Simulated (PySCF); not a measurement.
# Pd⁺: excitation energy

Pd⁺ [Kr] 4d9 (2D) → Pd⁺ [Kr] 4d8 5s1, s spin flipped, as a difference of total energies. Computed with PySCF 2.14 in ANO-RCC-VTZP, with the spin-free X2C one-electron Hamiltonian (Gaussian nucleus). Correlated levels: valence and next inner shell: [Ar] 3d10 frozen. The calculations carry no spin-orbit coupling.

| method | excitation energy (eV) |
| --- | --- |
| UHF | 3.020 |
| MP2 (valence and next inner shell) | 4.015 |
| SCS-MP2 (valence and next inner shell) | 3.880 |

Q: How much does correlation contribute at MP2 (valence and next inner shell)?

A: 4.015 − (3.020) = 0.995 eV, measured against UHF.

The upper determinant mixes two multiplicities, so it lies between the two terms.

The basis was made for the ground configuration and has no added diffuse functions, so the excitation energy can come out too high.
